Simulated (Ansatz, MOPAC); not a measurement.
Species: MgCl (charge 0, doublet). SMILES: [Mg][Cl]
Coordinates optimised at B3LYP-D3(BJ)/def2-TZVP (Ansatz, an electronic-structure program):
```
Mg
Cl 1 2.2211
```
Charge 0, spin multiplicity 2.

Wanted: vertical electron affinity to the singlet, in eV. Conventions: open shells spin-unrestricted; non-relativistic; 6-31G* and kin with 6d, 5d where marked; each state is the SCF solution reached for its charge and spin; no spin-orbit coupling. Ab initio and DFT rows: single points at B3LYP-D3(BJ) geometries (Ansatz). Semi-empirical rows: differences of heats of formation at the shared geometry for vertical values. The spin state of an ion or metal species was assumed, not searched.

```
species             coefficient  E at PBE/6-31G* (Ansatz), Eh  E at PBE0/def2-TZVPD (Ansatz), Eh  heat of formation at PM3 (MOPAC), kcal/mol
------------------  -----------  ----------------------------  ---------------------------------  ------------------------------------------
charge -1, singlet           -1                    -660.02502                         -660.13250                                      -69.88
charge 0, doublet            +1                    -659.97810                         -660.08212                                      -20.12
```

 1 Eh = 27.2114 eV and 1 eV = 23.0605 kcal/mol.

Task: Work the quantity out at each level.

Result: 
- PBE/6-31G*: the sum of coefficient times E is 0.04692 Eh, or 1.277 eV. Result: 1.28 eV.
- PBE0/def2-TZVPD: the sum of coefficient times E is 0.05038 Eh, or 1.371 eV. Result: 1.37 eV.
- PM3: the sum of coefficient times heat of formation is 49.76 kcal/mol, or 2.16 eV.
